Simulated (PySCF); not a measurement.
Molecule: SMILES OB(O)[C@@H]1CC[C@H]1F, C4H8BFO2.

Cartesian coordinates in Å; atom numbers follow the order of the lines, from 1:
```xyz
16

O    -2.395    1.182   -0.570
B    -1.627    0.085   -0.335
O    -2.228   -1.038    0.099
C    -0.037    0.106   -0.517
C     0.804   -1.159   -0.236
C     1.800   -0.309    0.568
C     0.778    0.827    0.577
F     1.261    2.068    0.219
H    -1.938    1.971   -0.857
H    -3.178   -0.963    0.196
H     0.242    0.536   -1.482
H     1.204   -1.668   -1.109
H     0.262   -1.873    0.379
H     2.682   -0.034   -0.008
H     2.108   -0.689    1.539
H     0.254    0.967    1.526
```

Frames of a GFN2-xTB Langevin trajectory at 300 K; GIAO PBE0/pcSseg-1 shieldings in PySCF, gas phase, non-relativistic; equivalent atoms averaged within each frame.

Scale: ¹⁷O (σref 336.08) vs H2O; ¹¹B (σref 100.07) against BF3·OEt2; ¹³C (σref 186.93) and ¹H (σref 31.72) vs TMS; ¹⁹F (σref 170.95) vs CFCl3 (reference shieldings calculated alike). The references are static minima.

Problem. How do the shifts (ppm) fluctuate along the trajectory?

Solution. 
```tsv
time (fs)	O1/O3	B2	C7	C6	C4	C5	F8	H9/H10	H16	H15
250	121.8	27.1	96.0	44.2	39.7	21.3	-164.7	4.65	4.40	3.87
425	115.7	29.0	87.2	25.4	26.8	17.8	-185.7	3.85	4.78	1.81
625	117.5	27.5	96.3	41.5	40.0	10.0	-171.2	4.27	5.26	2.78
800	117.2	27.1	88.4	36.3	35.5	13.4	-205.2	3.70	4.95	3.41
1000	124.8	28.9	94.2	35.1	36.9	13.2	-178.6	4.49	5.33	2.87
mean of frames	119.4	27.9	92.4	36.5	35.8	15.1	-181.1	4.19	4.95	2.95
standard deviation	3.8	0.9	4.3	7.2	5.4	4.4	15.6	0.41	0.38	0.77
```

5 frames give an uncertainty of the mean of about the standard deviation over 2.2 at best, since frames this close in time may not be independent; classical motion lacks zero-point vibration, and the reference would need the same averaging.
